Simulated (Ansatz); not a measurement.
Oligo(p-phenylene), CF3 ends: binding per atom (eV) at several levels, gas phase, relaxed structures; Ansatz. Binding counts from free atoms in the multiplicity of their measured ground term, without zero-point energy. The structures are stationary points that may keep the symmetry of their start.

```json
{"species": "FC(F)(F)c1ccc(-c2ccc(-c3ccc(C(F)(F)F)cc3)cc2)cc1", "state": "singlet", "geometry": "r2SCAN-D4/def2-SVP", "PBE-D4/def2-SVP": "5.54", "PBE-D4/def2-TZVP": "5.43", "r2SCAN-D4/def2-TZVP": "5.24", "PBE0-D4/def2-SVP": "5.39"}
{"species": "FC(F)(F)c1ccc(-c2ccc(-c3ccc(-c4ccc(C(F)(F)F)cc4)cc3)cc2)cc1", "state": "singlet", "geometry": "r2SCAN-D4/def2-SVP", "PBE-D4/def2-SVP": "5.59", "PBE-D4/def2-TZVP": "5.48", "r2SCAN-D4/def2-TZVP": "5.29", "PBE0-D4/def2-SVP": "5.45"}
{"species": "FC(F)(F)c1ccc(-c2ccc(-c3ccc(-c4ccc(-c5ccc(-c6ccc(C(F)(F)F)cc6)cc5)cc4)cc3)cc2)cc1", "state": "singlet", "geometry": "PBE-D4/def2-SVP", "PBE-D4/def2-SVP": "5.64", "PBE-D4/def2-TZVP": "5.53", "r2SCAN-D4/def2-TZVP": "5.34", "PBE0-D4/def2-SVP": "5.50"}
```

(1) Estimate the column for PBE0-D4/def2-TZVP.

(1) FC(F)(F)c1ccc(-c2ccc(-c3ccc(C(F)(F)F)cc3)cc2)cc1 5.29; FC(F)(F)c1ccc(-c2ccc(-c3ccc(-c4ccc(C(F)(F)F)cc4)cc3)cc2)cc1 5.34; FC(F)(F)c1ccc(-c2ccc(-c3ccc(-c4ccc(-c5ccc(-c6ccc(C(F)(F)F)cc6)cc5)cc4)cc3)cc2)cc1 5.40.
